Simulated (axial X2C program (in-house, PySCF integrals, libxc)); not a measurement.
# Potential curves of NiO⁺, 2c

Calculated with an axial X2C code built on PySCF integrals. Two-component (2c) means X2C with spin–orbit coupling and atomic mean-field two-electron Coulomb and Gaunt terms. Basis: Ni dyall-cv3z [9s9p6d3f2g], O dyall-av3z [7s6p3d2f] (cores contracted in-house); Gaussian nuclei, density fitting, unrestricted open shells. Masses: Ni 57.935 u, O 15.995 u.

State: Ω = 3/2 (⟨Sz⟩ = 1.50, ⟨Lz⟩ = 0.00 at PBE). Energies in kJ/mol from the lowest point of each curve. Fits are polynomials in 1 − R0/R over 0.85 to 1.23 times the lowest point R0.

```tsv
R (Å)	PBE
1.4129	93.32
1.4778	35.79
1.5266	12.39
1.5753	1.53
1.6240	0.00
1.6808	6.74
1.7377	19.84
1.8108	42.48
1.9001	74.61
2.0300	123.05
```

The state is a single determinant with fixed occupations, the lowest that a limited PBE0 search found. Density functionals use the spin component along the axis (collinear). PBE0 can misorder states that lie within some tenths of an eV, so this need not be the ground state of the molecule. The nearest other 2c determinant of the search, Ω = 1/2, lies 0.41 eV up at the distance of the search. With several unpaired electrons one determinant need not be a pure state. This is the top spin component of a Σ state; components of lower Ω are not single determinants and can lie lower.

**Question.** What are Re and ωe at the PBE level?

**Answer.** At PBE, 2c: Re = 1.609 Å, ωe ≈ 845 cm⁻¹; Be follows as 0.52 cm⁻¹.
